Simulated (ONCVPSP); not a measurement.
**cobalt: variants of one ONCV potential**

Base potential:

Co, optimised norm-conserving Vanderbilt (ONCV), made with ONCVPSP 4.0.1 (PBE, scalar-relativistic). Core [Ne], reference 3s2 3p6 3d7 4s2. Waves: 3s+4s: rc 1.25 bohr, ncon 4, nbas 9, qcut 12.7 1/bohr, 2 projectors; 3p: rc 1.05 bohr, ncon 4, nbas 9, qcut 14.3 1/bohr, 2 projectors, debl 0.8 Ha; 3d: rc 0.85 bohr, ncon 5, nbas 8, qcut 11.4 1/bohr, local. Local part: the d channel. Core correction: none.

In the p channel the program set the typed energies aside and used -2.412, 0.250 Ha.

All-electron outer shells of the reference configuration (PBE, scalar-relativistic, ld1.x):

```
shell  level (eV)  outermost node (bohr)  outermost maximum (bohr)
   2p     -769.94                      –                      0.17
   3s     -102.40                   0.31                      0.66
   3p      -65.64                   0.28                      0.68
   3d       -8.20                      –                      0.66
   4s       -5.47                   0.96                      2.32
```

Cutoffs, loose and tight: the cutoffs (Ha) at which the residual kinetic energy of the hardest occupied pseudo-wave falls to 1 and 0.1 mHa per electron. They do not see the model core or the augmentation charge, which bear on the density cutoff. Test errors are all-electron minus pseudo excitation energies from the reference, over the configurations 3s2 3p6 3d7 4s1; 3s2 3p6 3d7 4s0; 3s2 3p6 3d6 4s0; 3s2 3p6 3d8 4s1. A dash means not determined; rows that change the core or the reference have their own tests. The largest error is taken over the tests solved by every variant that gives reliable tests at all: 3s2 3p6 3d7 4s0; 3s2 3p6 3d7 4s1; 3s2 3p6 3d8 4s1.

A true bound ghost makes a file unfit for plane-wave use even where its test errors are small: the radial tests pick states by their node count and pass the ghost by.

```tsv
change	outcome	cutoff, loose	cutoff, tight	bound ghosts	GHOST(+) flags above zero	largest test error (meV)
base	generated, projector energies reset by the program	290 Ha	329 Ha	p	s	-2.1
d: nproj 1; local potential polynomial inside 0.70 bohr (lpopt 5, dvloc0 4 Ha)	generated, projector energies reset by the program	290 Ha	329 Ha	none	none	-0.9
core correction polynomial model core, fcfact 0.4	generated, projector energies reset by the program	290 Ha	329 Ha	p	s	-2.6
s: qcut 16.2; p: qcut 18.2; d: qcut 14.5	failed: ERROR pspot: first pseudo wave function has node, program will stop	–	–	–	–	–
p: rc 1.28	generated, projector energies reset by the program	290 Ha	329 Ha	none	s	-2.0
functional PBEsol	generated, projector energies reset by the program	290 Ha	329 Ha	p	s	-1.9
all radii scaled by about 0.97 (s 1.20, p 1.02, d 0.82 bohr)	generated, projector energies reset by the program	314 Ha	353 Ha	none	s, p	-3.4
```
